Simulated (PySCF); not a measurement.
Al(F)(OH)(NH2) (AlFH3NO), SMILES [F][Al]([OH])[NH2].

Geometry optimised at TPSSh-D3(BJ)/def2-SVP. Other conformers were not sampled.

These are B3LYP/def2-TZVPD (PySCF) values and carry that method's errors.

Symmetry labels are those of the subgroup Cs that the program uses (full group Cs).

Task: List the valence orbital energies around the gap with their symmetry. (The exact figures need the calculation; the answer reports its results.)

Result: 
```tsv
orbital	symmetry	energy (eV)
HOMO−7	A'	-13.23
HOMO−6	A'	-12.42
HOMO−5	A'	-11.40
HOMO−4	A"	-11.11
HOMO−3	A'	-10.90
HOMO−2	A'	-9.53
HOMO−1	A"	-9.17
HOMO	A"	-7.47
LUMO	A'	-1.19
LUMO+1	A'	0.32
LUMO+2	A"	0.54
LUMO+3	A'	0.84
```
